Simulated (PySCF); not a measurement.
Computed Raman spectrum (relative Raman activity) of a molecule C2H4F2Si. The structure is a stationary point at B3LYP-D3(BJ)/def2-SVP. One conformer was computed; it need not be the lowest. These are B3LYP-D3(BJ)/def2-SVP in PySCF 2.14.0 values and carry that method's errors. Frequencies are harmonic and unscaled.

Lines under 2 % of the strongest are left out, and lines within 2 cm⁻¹ are merged.

ν (cm⁻¹): 309 (vw), 681 (vw), 920 (vw), 941 (w), 954 (w), 1311 (vw), 1727 (w), 2237 (vs), 2264 (m), 3197 (m) (against the strongest line: vs over 80 %, s over 45 %, m over 15 %, w over 4 %, vw less)

Q: Which molecule gave these data?
A. FC(F)=C[SiH3]
B. F/C=C(/F)[SiH3]
C. C=C[SiH](F)F
D. C=C(F)[SiH2]F

A: B, F/C=C(/F)[SiH3]
